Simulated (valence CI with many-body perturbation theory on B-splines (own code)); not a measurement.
# Mg5+: what the settings do

Calculated by configuration interaction combined with many-body perturbation theory (CI+MBPT): five valence electrons over a frozen Dirac-Fock core [He], a basis of 6 s, 6 p, 5 d, 3 f, 1 g functions for each j, with the one-electron correlation potential Σ1 (screened to all orders), the two-electron term Σ2, the three-electron term Σ3, Breit, model QED; selected single and double excitations, second order for the rest, scaled by the run's own slope (own B-spline code, finite nucleus).

Set against measurement, 19 paired levels are off by 481 cm⁻¹ on average, the worst by 978. These come from a selection out of NIST levels in Kelleher and Podobedova, J. Phys. Chem. Ref. Data 37, 267 (2008). Levels without a partner in it may be off by more. Among the levels kept, up to 2200 cm⁻¹ of a level comes from second order outside the variational space, and about a tenth of that is noise between levels of different J, which matters for small intervals.

The reference run has the lowest level 2s2 2p3 4S°_3/2 and an ionisation energy of 186.697 eV. Its largest variational space holds 10572 state functions.

Changed runs:
A. scale of Σ1 1 → 0.8
B. cutoff of virtual states (hartree) 300 → 6000
C. selection threshold (hartree) 2e-08 → 2e-07; scale of Σ1 1 → 0
D. box radius (bohr) 9.728 → 1.43 (bad on purpose)

Excitation energies of the reference run in cm⁻¹, and shifts in cm⁻¹:

```csv
Level,Reference,A,B,C
2s2 2p3 2D°_5/2,55852,-11,+0.8,-54
2s2 2p3 2D°_3/2,55856,-10,+0.8,-52
2s2 2p3 2P°_1/2,84528,-9.3,+4.1,-47
2s2 2p3 2P°_3/2,84630,-10,+4.5,-48
2s 2p4 4P_5/2,248104,+154,+83,+768
2s 2p4 4P_3/2,249735,+152,+84,+758
2s 2p4 4P_1/2,250599,+151,+85,+752
2s 2p4 2D_5/2,342429,+143,+87,+714
2s 2p4 2D_3/2,342466,+143,+87,+714
2s 2p4 2S_1/2,402800,+134,+88,+670
2s 2p4 2P_3/2,426077,+147,+91,+735
2s 2p4 2P_1/2,428020,+145,+92,+722
Ionisation energy (eV),186.697,-0.034,+0.0032,-0.170
```

Run D: It gave no result. The program said: "need at least one array to concatenate".
